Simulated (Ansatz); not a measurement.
Reaction (redistribution): `CO[SiH2]S[SiH3]` + `OC(F)[SiH3]` → `CO[SiH2][SiH3]` + `OC(F)S[SiH3]`

Calculated with Ansatz (gas phase, PBE0-D4/def2-TZVP geometries, no zero-point term in ΔE). CBS: MP2 limit from def2 TZ/QZ plus the TZ coupled-cluster correction, frozen cores. Functionals use def2-TZVPP. B3LYP here is the variant with VWN-RPA as its local correlation; programs differ in this. One conformer a species, not always the lowest.

`CO[SiH2]S[SiH3]`:

Cartesian coordinates in Å:
```
C 1.299 -1.015 1.286
O 1.689 0.281 0.888
Si 0.894 1.170 -0.227
S -1.145 1.530 0.310
Si -2.038 0.052 -0.948
H 0.310 -1.002 1.756
H 1.275 -1.705 0.435
H 2.028 -1.380 2.011
H 0.883 0.473 -1.543
H 1.601 2.465 -0.284
H -3.473 0.003 -0.576
H -1.420 -1.281 -0.726
H -1.902 0.408 -2.382
```

`OC(F)[SiH3]`:

```xyz
9

O    -0.974   -0.880   -0.965
C     0.251   -0.423   -0.530
F     1.021   -1.492   -0.063
Si   -0.023    0.809    0.907
H    -0.860   -1.384   -1.778
H     0.838    0.012   -1.350
H    -0.814    0.142    1.968
H     1.306    1.219    1.426
H    -0.744    1.998    0.386
```

`CO[SiH2][SiH3]`:

```xyz
12

C    -0.895   -1.716   -1.227
O     0.022   -0.792   -0.685
Si   -0.426    0.349    0.415
Si    1.490    1.577    0.946
H    -0.359   -2.360   -1.925
H    -1.701   -1.208   -1.769
H    -1.341   -2.342   -0.445
H    -1.493    1.229   -0.151
H    -1.008   -0.297    1.630
H     1.136    2.628    1.941
H     2.043    2.237   -0.266
H     2.532    0.695    1.535
```

`OC(F)S[SiH3]`:

Cartesian coordinates in Å:
```
O 1.577 0.278 0.609
C 0.699 1.185 0.101
F 1.360 2.242 -0.466
S -0.382 0.522 -1.224
Si -1.189 -1.131 -0.129
H 2.024 -0.163 -0.124
H 0.100 1.566 0.929
H -0.213 -2.237 0.024
H -1.628 -0.670 1.213
H -2.347 -1.591 -0.932
```

```csv
level,ΔE (kJ/mol),difference from CCSD(T)/CBS
BLYP-D4,84.9,-7.8
B3LYP-D4,88.9,-3.8
r2SCAN0-D4,88.3,-4.4
ωB97M-V,94.7,2.0
PBE-QIDH,89.2,-3.5
BLYP,79.7,-13.0
r2SCAN,83.9,-8.8
B3LYP,84.5,-8.2
HF/def2-SVP,93.1,0.4
CCSD(T)/def2-TZVPP,89.1,-3.6
CCSD(T)/CBS,92.7,0
```

Largest T1 diagnostic among the species: 0.012.

From BLYP to BHLYP (50 % exact exchange), in def2-TZVPP and without D4, ΔE moves by +11.3 kJ/mol. At CCSD(T), def2-SVP lies −13.5 kJ/mol from the extrapolated value and def2-TZVPP −3.6 kJ/mol.
